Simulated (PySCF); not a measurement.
NMR data sheet: C$_{6}$H$_{13}$NSi

* Formula: C6H13NSi
* SMILES: C=C[C@H](C)N([SiH3])C=C
* Point group of the computed structure: C1
* Degrees of unsaturation: 2
* Carbon signals: 6
* Proton signals: 9

Bonds (- single, = double, # triple, : aromatic): C1=C2, C2-C3, C3-C4, C3-N5, N5-Si6, N5-C7, C7=C8. C1 carries H9, H10; C2 carries H11; C3 carries H12; C4 carries H13, H14, H15; Si6 carries H16, H17, H18; C7 carries H19; C8 carries H20, H21. Stereochemistry as in C=C[C@H](C)N([SiH3])C=C. H10 is cis to C3; H20 is cis to N5; H9 is trans to C3; H21 is trans to N5.

No solvent model, one conformer, no relativistic terms, rapidly exchanging positions averaged. σ from GIAO-PBE0/pcSseg-1; structure optimised with GFN2-xTB; PySCF 2.14.

δ = σ(ref) − σ, references computed at the same level: 1H (σ = 31.72 ppm), 13C (σ = 186.93 ppm), 29Si (σ = 349.16 ppm) vs TMS; 15N (σ = 267.73 ppm) against NH3.

```tsv
carbon	δC, type	δH (multiplicity)	HMBC from (2–3 bonds)	span of the C tensor (ppm)
C1	121.7, CH2	H9 5.53 (m); H10 5.39 (m)	H11, H12	220
C2	153.5, CH	6.30 (m)	H9, H10, H12, H13/H14/H15	225
C3	61.1, CH	3.75 (m)	H19, H11, H9, H10, H16/H17/H18, H13/H14/H15	41
C4	21.0, CH3	1.25 (d)	H11, H12	26
C7	145.9, CH	6.42 (m)	H16/H17/H18, H21, H20, H12	213
C8	90.2, CH2	H20 4.04 (m); H21 4.20 (m)	H19	156
```

Other nuclei:
```csv
atoms,nucleus,environment,δ (ppm),σ (ppm)
H16/H17/H18,1H,hydrogen on a silicon bonded to N,4.73,26.99
Si6,29Si,"silicon bonded to N, 3 H",-53.1,402.2
N5,15N,enamine nitrogen,85.9,181.8
```

- Carbon types of the structure: 3 × CH, 2 × CH2, 1 × CH3, leaving 3 H on heteroatoms.
- δC 153.5: alkene CH; the olefinic region.
- δC 145.9: alkene carbon bearing nitrogen; an sp2 carbon further deshielded by the attached heteroatom.
- δC 121.7: terminal =CH2 carbon; the olefinic region.
- δC 90.2: β carbon of an enol-ether or enamine type C=C; the O or N lone pair pushes π density onto this β carbon and shields it.
- δC 61.1: allylic sp3 CH bonded to N; pulled downfield by the heteroatom.

Shifts are as computed. Against solution values, carbons near 30 ppm lie about +3 ppm off and those near 130 ppm about +5 ppm. Of 1211 compounds with measured shifts, 218 miss one by over three times the rms of a fit or turn the order of signals round; such compounds aren't used in these exercises. Experimental scales use liquid or dissolved standards, which lie at an offset from isolated NH3 (liquid NH3: subtract about 20 ppm). No couplings were computed; multiplicities are counted from neighbouring protons, with m where these are inequivalent, close in shift, in a saturated or five-membered ring or joined by F or P, and br s for small geminal =CH2 splittings.
